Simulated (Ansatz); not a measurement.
`[NH2][Ta](=[O])([OH])[OH]` and `[NH2][Ta](=[O])([OH])[F]` differ in one atom or group.

Ansatz, PBE0-D4/def2-TZVP geometries, multiplicity 1. Each molecule was computed in one conformer, which needn't be the lowest.

Elements past krypton have def2 core potentials.

```csv
property,`[NH2][Ta](=[O])([OH])[OH]`
"ideal-gas entropy at 298 K and 1 bar (rigid rotor, harmonic PBE0-D4/def2-TZVP) / J/(mol·K)",368
HOMO–LUMO gap (ωB97M-V/def2-TZVPP) / eV,11.35
LUMO energy (ωB97M-V/def2-TZVPP) / eV,0.99
HOMO–LUMO gap (PBE/def2-TZVPP) / eV,5.42
HOMO energy (ωB97M-V/def2-TZVPP) / eV,-10.36
HOMO–LUMO gap (PBE0/def2-TZVPP) / eV,7.69
```

Problem. What does the change do to each property? (Estimate.)

Solution. The calculation gave: 
```csv
property,`[NH2][Ta](=[O])([OH])[F]`,shift
"ideal-gas entropy at 298 K and 1 bar (rigid rotor, harmonic PBE0-D4/def2-TZVP) / J/(mol·K)",355,-13
HOMO–LUMO gap (ωB97M-V/def2-TZVPP) / eV,11.62,0.27
LUMO energy (ωB97M-V/def2-TZVPP) / eV,0.90,-0.09
HOMO–LUMO gap (PBE/def2-TZVPP) / eV,5.40,-0.02
HOMO energy (ωB97M-V/def2-TZVPP) / eV,-10.72,-0.36
HOMO–LUMO gap (PBE0/def2-TZVPP) / eV,7.76,0.07
```

With PBE0 the HOMO falls by 0.35 eV and the LUMO falls by 0.28 eV, so the gap widens by about 0.07 eV. PBE moves the HOMO by -0.34 eV and ωB97M-V by -0.36 eV. The zero-point energy changes by -27.1 kJ/mol with -3 modes.
